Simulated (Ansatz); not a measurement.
One change: `Fc1ccccc1` becomes `[CH3][In]([F])[c]1ccccc1`.

Ansatz, PBE0-D4/def2-TZVP geometries, multiplicity 1. Each molecule was computed in one conformer, which needn't be the lowest.

Elements past krypton have def2 core potentials.

```
                               property  `Fc1ccccc1`
  LUMO energy (ωB97M-V/def2-TZVPP) / eV         1.52
    LUMO energy (B3LYP/def2-TZVPP) / eV        -0.70
     HOMO energy (PBE0/def2-TZVPP) / eV        -7.21
    HOMO energy (B3LYP/def2-TZVPP) / eV        -7.00
HOMO–LUMO gap (ωB97M-V/def2-TZVPP) / eV        10.82
  HOMO energy (ωB97M-V/def2-TZVPP) / eV        -9.30
```

Problem. What does the change do to each property? (An estimate is asked.)

Solution. The calculation gave: 
```tsv
property	`[CH3][In]([F])[c]1ccccc1`	shift
LUMO energy (ωB97M-V/def2-TZVPP) / eV	0.19	-1.33
LUMO energy (B3LYP/def2-TZVPP) / eV	-1.62	-0.92
HOMO energy (PBE0/def2-TZVPP) / eV	-7.46	-0.25
HOMO energy (B3LYP/def2-TZVPP) / eV	-7.24	-0.24
HOMO–LUMO gap (ωB97M-V/def2-TZVPP) / eV	9.73	-1.09
HOMO energy (ωB97M-V/def2-TZVPP) / eV	-9.54	-0.24
```

With PBE0 the HOMO falls by 0.25 eV and the LUMO falls by 0.87 eV, so the gap narrows by about 0.62 eV. PBE moves the HOMO by -0.34 eV and ωB97M-V by -0.24 eV.

B3LYP here is the variant with VWN-RPA as its local correlation; programs differ in this.
